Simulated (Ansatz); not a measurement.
**Which is lower?**

The two ends of one reaction step of GeH₅SF, closed shell (PBE0-D4/def2-TZVP).

A:

```xyz
8
angstrom
Ge -0.9331 0.0121 -1.0369
S 1.5190 -0.7203 1.8111
H 0.4693 0.0066 -1.6514
H -1.9948 0.5569 -2.0014
H -1.3290 -1.3327 -0.4223
H 0.6540 0.3066 1.7588
F -0.8876 1.1636 0.2817
H 2.5022 0.0072 1.2604
```

B:

```
8
angstrom
Ge -0.1608 -0.5735 -0.9641
S 1.0632 -0.4750 0.9150
H 0.7069 -1.1590 -2.0856
H -0.6497 0.8337 -1.3179
H -1.3162 -1.5103 -0.6067
H -0.4132 0.9206 1.7221
F -1.1350 1.4982 1.8832
H 1.9047 0.4653 0.4540
```

Program: Ansatz 0.2.0. Basis: def2-TZVPP. Cores are frozen in the correlated methods. Filled d shells of the heavier atoms are correlated. The def2 sets are not built for correlating such inner shells, so the correlated values are less sure here. B3LYP uses VWN-RPA correlation.

Task: Which structure is lower at CCSD(T), and by how much? (To be estimated.)

Result: Computed: B, by 0.013 eV (electronic energy, against the other); a gap this small isn't resolved in one triple-zeta basis. By their contacts, A is a complex of GeH₃F ([F][GeH3]) + H₂S and B is a complex of GeH₄S ([SH][GeH3]) + HF.

Task: Do the other methods give the same order? (A judgement: the text doesn't fix the answer.)

Result: By the calculation: Not all: B97M-V, BHLYP-D4, CAM-B3LYP-D4, wB97X-V, wB97M-V, B2PLYP, RPA on PBE, HF, CCSD give the other order.

| method | E(B) − E(A) (eV) |
| --- | --- |
| SPW92 | -0.219 |
| PBE-D4 | -0.138 |
| BLYP-D4 | -0.002 |
| r2SCAN-D4 | -0.037 |
| B97M-V | 0.088 |
| PBE0-D4 | -0.133 |
| B3LYP-D4 | -0.004 |
| r2SCAN0-D4 | -0.063 |
| BHLYP-D4 | 0.037 |
| CAM-B3LYP-D4 | 0.056 |
| wB97X-V | 0.035 |
| wB97M-V | 0.004 |
| B2PLYP | 0.016 |
| PBE-QIDH | -0.093 |
| RPA on PBE | 0.052 |
| HF | 0.212 |
| MP2 | -0.065 |
| CCSD | 0.020 |
| CCSD(T) | -0.013 |

T1 diagnostic: at most 0.012.

Labels in which every atom is bracketed show which atoms are joined, not bond orders.

For scale, one of the runs: CCSD(T)/def2-TZVPP, 191 basis functions (an equivalent command: `ansatz run in.yaml --threads 4`). The run took 33 s on 4 CPU threads (shared host), with 2.1 GiB of host memory at its peak.
